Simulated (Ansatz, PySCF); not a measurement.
NH3 (SMILES N) and CH6Si (SMILES C[SiH3]) are pulled apart as rigid monomers along the line of their centres of mass, from the B3LYP-D3(BJ)/def2-TZVP minimum. Starting geometry (charge 0, multiplicity 1):
| atom | x (Å) | y (Å) | z (Å) |
|---|---|---|---|
| N | 0.4145 | -0.6255 | -0.3634 |
| H | 1.2900 | -0.5281 | 0.1377 |
| H | -0.0930 | 0.2452 | -0.2563 |
| H | -0.1221 | -1.3470 | 0.1040 |
| C | -0.4179 | 0.5916 | 4.9703 |
| Si | -0.1363 | 0.1799 | 3.1625 |
| H | -0.9900 | -0.1957 | 5.4646 |
| H | -0.9709 | 1.5269 | 5.0750 |
| H | 0.5317 | 0.7004 | 5.4976 |
| H | 0.6154 | -1.0916 | 3.0277 |
| H | 0.6409 | 1.2542 | 2.4981 |
| H | -1.4307 | 0.0343 | 2.4532 |

Interaction energies with rigid monomers; basis-set methods are counterpoise corrected unless marked otherwise.

Cores are frozen in the correlated methods. Rows in 6-311+G**, 6-31G* carry no dispersion term and start afresh at each structure (6-31G* with six Cartesian d functions). MP2/6-31G* freezes PySCF's default core.

Codes used: Ansatz (Gaussian basis) for Hartree–Fock, density functionals and correlated methods; PySCF for 6-311+G** rows, 6-31G* rows. Values without a source in brackets are computed.

| N1···Si6 (Å) | B3LYP/6-311+G** (no counterpoise) (kcal/mol) | MP2/6-31G* (kcal/mol) | MP2/6-31G* (no counterpoise) (kcal/mol) | CCSD/aug-cc-pV(D+d)Z (kcal/mol) | CCSD(T)/aug-cc-pV(D+d)Z (kcal/mol) |
|---|---|---|---|---|---|
| 3.29 | 1.84 | ? | -1.16 | 0.92 | 0.60 |
| 3.66 | 0.35 | 0.43 | -2.32 | -0.42 | -0.63 |
| 4.21 | -0.05 | -0.22 | -1.86 | -0.56 | -0.66 |
| 5.12 | -0.04 | -0.18 | -0.54 | -0.25 | -0.28 |
| 6.59 | -0.04 | -0.07 | -0.08 | ? | -0.08 |

What belongs in the gaps?


- 3.29, MP2/6-31G* (kcal/mol): 2.42
- 6.59, CCSD/aug-cc-pV(D+d)Z (kcal/mol): -0.08

Ansatz is a program for electronic structure.
